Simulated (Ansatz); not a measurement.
Consider the ligand exchange at a B–C bond: `C#CBCC` + `N[SiH3]` → `CCBN[SiH3]` + acetylene.

Isolated molecules relaxed with PBE0-D4/def2-TZVP in Ansatz; ΔE leaves out vibrations. CCSD(T)/CBS adds triple-zeta CCSD(T) − MP2 to the extrapolated MP2 energy (def2 sets, frozen cores). This one scheme is used for every species. Functionals use def2-TZVPP. B3LYP here is the variant with VWN-RPA as its local correlation; programs differ in this. Each species was taken in one conformer, which may not be the lowest.

```json
{"level": "PBE0-D4", "ΔE (kJ/mol)": "-73.7", "difference from CCSD(T)/CBS": "6.8"}
{"level": "PBE", "ΔE (kJ/mol)": "-68.8", "difference from CCSD(T)/CBS": "11.7"}
{"level": "PBE0", "ΔE (kJ/mol)": "-71.4", "difference from CCSD(T)/CBS": "9.1"}
{"level": "B3LYP", "ΔE (kJ/mol)": "-71.5", "difference from CCSD(T)/CBS": "9.0"}
{"level": "HF/def2-TZVPP", "ΔE (kJ/mol)": "-73.3", "difference from CCSD(T)/CBS": "7.2"}
{"level": "SCS-MP2/def2-TZVPP", "ΔE (kJ/mol)": "-80.3", "difference from CCSD(T)/CBS": "0.2"}
{"level": "CCSD(T)/def2-TZVPP", "ΔE (kJ/mol)": "-82.3", "difference from CCSD(T)/CBS": "-1.8"}
{"level": "HF/def2-QZVPP", "ΔE (kJ/mol)": "-73.1", "difference from CCSD(T)/CBS": "7.4"}
{"level": "MP2/CBS(def2)", "ΔE (kJ/mol)": "-78.9", "difference from CCSD(T)/CBS": "1.6"}
{"level": "CCSD/CBS(def2)", "ΔE (kJ/mol)": "-79.9", "difference from CCSD(T)/CBS": "0.6"}
{"level": "CCSD(T)/CBS", "ΔE (kJ/mol)": "-80.5", "difference from CCSD(T)/CBS": "0"}
```

Largest T1 diagnostic among the species: 0.013.

The D4 term adds −4.0 kJ/mol with B3LYP and −2.3 kJ/mol with PBE0; it sums over pairs of atoms, weighted by their polarisabilities, and B3LYP, whose exchange is more repulsive, gets the larger term. In def2-TZVPP, CCSD(T) changes the Hartree–Fock value by −9.0 kJ/mol (the triples alone add −0.6 kJ/mol) and MP2 by −7.4 kJ/mol.

CCSD(T)/CBS has its own doubt, a few kJ/mol and more with outer-core shells, so smaller differences from it don't rank the levels.
